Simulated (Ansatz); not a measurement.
A structure relaxed at PBE0-D4/def2-SVP in Ansatz, charge 0, singlet:

```xyz
5

Ge   -0.125   -0.028    0.068
H    -1.439   -0.316    0.790
Cl    0.406    2.032    0.272
Cl   -0.295   -0.476   -2.014
Cl    1.454   -1.212    0.884
```

Q: Give its formula, name or SMILES and point group.

A: GeHCl₃. Point group C3v (tolerance 0.1 Å).

Q: Summarise the bond lengths by kind (pairs closer than 1.2 times the sum of covalent radii, bridged metal pairs left out).

A: 3 × Cl–Ge 2.14 Å; 1 × Ge–H 1.53 Å.
